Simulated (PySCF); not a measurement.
## How methods differ on the ionisation energy of Ni⁺

Ni⁺ [Ar] 3d9 (2D) → Ni²⁺ [Ar] 3d8 (3F), as a difference of total energies. Calculation: PySCF 2.14, in dyall-av2z (16s12p7d2f, 101 functions); the non-relativistic Hamiltonian (point nucleus). Correlated levels: valence: [Ar] frozen; virtual orbitals above 40 to 60 times the deepest correlated orbital energy dropped. The calculations carry no spin-orbit coupling.

```json
{"method": "UHF", "ionisation energy (eV)": "15.180", "plus first-order spin-orbit estimate": "15.130", "difference from reference of that sum (eV)": "-3.039"}
{"method": "MP2 (valence)", "ionisation energy (eV)": "18.246", "plus first-order spin-orbit estimate": "18.197", "difference from reference of that sum (eV)": "+0.028"}
{"method": "SCS-MP2 (valence)", "ionisation energy (eV)": "17.951", "plus first-order spin-orbit estimate": "17.902", "difference from reference of that sum (eV)": "-0.267"}
{"method": "CCSD (valence)", "ionisation energy (eV)": "17.519", "plus first-order spin-orbit estimate": "17.469", "difference from reference of that sum (eV)": "-0.700"}
{"method": "CCSD(T) (valence)", "ionisation energy (eV)": "17.713", "plus first-order spin-orbit estimate": "17.664", "difference from reference of that sum (eV)": "-0.505"}
```

Reference: 18.169 eV (measured; NIST Atomic Spectra Database, ionization energies).

A first-order spin-orbit estimate (lowest level to lowest level, LS coupling) adds -0.050 eV.

These non-relativistic numbers lack the scalar-relativistic shift.

Errors of the correlated levels include the incompleteness of this basis and the frozen core.
